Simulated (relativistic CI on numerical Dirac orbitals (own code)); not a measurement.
Method of calculation: Dirac-Coulomb-Breit CI, KLI orbitals optimised for each configuration, model QED (radiative potential, 1s self-energy scaled to tabulated hydrogen-like ionisation energies), unscaled Slater integrals (own radial code, finite nucleus).

The strongest absorption lines from the ground level of an ion, among the configurations computed and to levels below about 177 eV (vacuum wavelength in nm, gf): 7.2640 (0.034), 7.4374 (0.069), 7.9021 (0.045), 7.9158 (0.06), 8.4371 (0.46), 8.4762 (0.14), 8.6183 (0.27), 8.8408 (0.18).

Which ion is it?
A. Lu XXX
B. Ho XXVIII
C. Ho XXVI
D. Eu XXII

C. Ho XXVI has 42 electrons and the ground level 4s2 4p6 4d6 5D_4; the strongest line goes to 4s2 4p5 4d7 5P°_3. The pattern of lines fixes the number of electrons, and along that sequence the line energies rise steadily with the charge (about as its square where n changes within one kind of shell, about linearly where n is kept but much faster in heavy ions where fine structure, which grows about as Z⁴, sets the gap, and irregularly where shells cross), which fixes Z. Configurations outside the model, such as inner-shell arrays, can give stronger lines. At this charge energies of transitions that change n are usually good to better than 1 %, and those within a shell (Δn = 0) to a few per cent. Terms inside the open d or f shell come out 10 to 20 % too wide with unscaled integrals.

LS names give the leading component of a level, which can be under half, so a name can repeat, a term be missing and a line seem to break the LS rules.
